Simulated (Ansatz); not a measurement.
Species: C3H4O2, SMILES `OC1=COC1` (H–O–C–C torsion 0°) (charge 0, multiplicity 1).

Task: Give a relaxed geometry from B3LYP-D3(BJ)/def2-TZVP run with Ansatz (a quantum-chemistry and plane-wave program).

Result: Several could match; the one computed here: the end point of this relaxation, one of several conformers (outside a Z-matrix the atoms follow the SMILES, hydrogens last).
Cartesian coordinates (Å) in one orientation:
```xyz
9

O      1.429    -1.146     0.008
C      0.437    -0.230    -0.024
C      0.230     1.065    -0.269
O     -1.164     1.049    -0.032
C     -1.028    -0.388     0.257
H      2.267    -0.728    -0.223
H      0.751     1.965    -0.551
H     -1.315    -0.606     1.285
H     -1.607    -0.981    -0.451
```
